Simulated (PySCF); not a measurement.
Stepwise substitution at one centre (In F-NH2). Gas-phase values, no solvent. One relaxed conformer stands for each flexible species; it need not be the lowest. Strings in code marks are SMILES.

The S1–T1 gap (TDA) from two functionals at the same geometries (r2SCAN-D4/def2-TZVP), both in PySCF: PBE-D3(BJ)/def2-TZVP and r2SCAN-D4/def2-TZVP. Excitations are Tamm–Dancoff values on a coarser integration grid. The basis has no diffuse functions, so Rydberg states are missing or too high.

```csv
species,PBE-D3(BJ)/def2-TZVP (eV)
0 of 3 F replaced by NH2,0.51
1 of 3 F replaced by NH2 (`[NH2][In]([F])[F]`),0.83
3 of 3 F replaced by NH2,0.53
```

**Question.** What does r2SCAN-D4/def2-TZVP give for each?

**Answer.** 
- 0 of 3 F replaced by NH2: 0.61
- 1 of 3 F replaced by NH2 (`[NH2][In]([F])[F]`): 1.01
- 3 of 3 F replaced by NH2: 0.70
Over these rows, drawn at random from the members with no instability flagged (it was tested for open shells, ions and some series alone), PBE minus r2SCAN-D4: mean -0.15 eV, from -0.18 eV to -0.10 eV.
